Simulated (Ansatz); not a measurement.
The Ge1–H2 bond of GeH4 (SMILES [GeH4]) is stretched (multiplicity 1, the rest rigid).
Geometry at rest (charge 0, multiplicity 1):
```
atom    x (Å)    y (Å)    z (Å)
----  -------  -------  -------
Ge     0.0000   0.0000   0.0000
H     -0.6159  -0.8821  -1.0960
H      0.5733  -0.8907   1.1121
H     -1.0824   0.9183   0.5865
H      1.1249   0.8545  -0.6025
```

Frozen-core correlation. Filled d and f shells under p-block atoms count as core.

Codes used: Ansatz (Gaussian basis) for Hartree–Fock, density functionals and correlated methods. Values without a source in brackets are computed.

FIC-MRCISD+Q on CASSCF(2,2)/cc-pVTZ, total energies (hartree):

| R (Å) | CASSCF | MRCISD | weight c² of the reference |
|---|---|---|---|
| 1.536 | -2077.732036 | -2077.878576 | 0.93037 |
| 2.688 | -2077.640391 | -2077.776468 | 0.93022 |
| 4.915 | -2077.606282 | -2077.739006 | 0.93096 |

### Question
Add the Davidson correction (E_MRCISD − E_CASSCF)(1 − c²)/c² and give the energies above the first point at the three levels.

### Answer

Corrections (hartree): -0.010968, -0.010207, -0.009843. Above the first point (kcal/mol):
- R = 2.688 Å: CASSCF 57.5, MRCISD 64.1, with the correction 64.6
- R = 4.915 Å: CASSCF 78.9, MRCISD 87.6, with the correction 88.3

Ansatz is a quantum-chemistry and plane-wave program.
